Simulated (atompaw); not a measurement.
**Reading a pseudo-wave (oxygen)**

Columns: radius, all-electron u(r) and pseudo u(r) of the 2p shell (level -9.45 eV) of oxygen in the configuration [He] 2s1 2p5; PBE, non-relativistic, PAW (atompaw) scheme, atompaw 4.2.0.5.

```csv
r (bohr),all-electron,pseudo
0.086,0.0805,0.0059
0.172,0.2368,0.0235
0.258,0.3997,0.0521
0.345,0.5433,0.0908
0.431,0.6561,0.1372
0.517,0.7399,0.1897
0.603,0.7971,0.2463
0.689,0.8312,0.3045
0.775,0.8465,0.3622
0.862,0.8467,0.4175
0.948,0.8356,0.4673
1.034,0.8161,0.5104
1.120,0.7907,0.5455
1.206,0.7612,0.5716
1.292,0.7289,0.5883
1.378,0.6953,0.5956
1.465,0.6605,0.5939
1.551,0.6260,0.5842
1.637,0.5920,0.5678
1.723,0.5588,0.5462
1.809,0.5266,0.5209
1.895,0.4956,0.4935
1.982,0.4655,0.4650
2.068,0.4372,0.4371
2.154,0.4102,0.4102
2.240,0.3846,0.3846
```

(1) How many radial nodes do the two functions have?

(2) Is the pseudo-wave norm-conserving?

## Answers

(1) The all-electron 2p function has n − l − 1 = 0; the pseudo-wave has 0.

(2) No, it belongs to a PAW set: the norm inside the radius is not constrained, and the difference is carried by the augmentation charge.
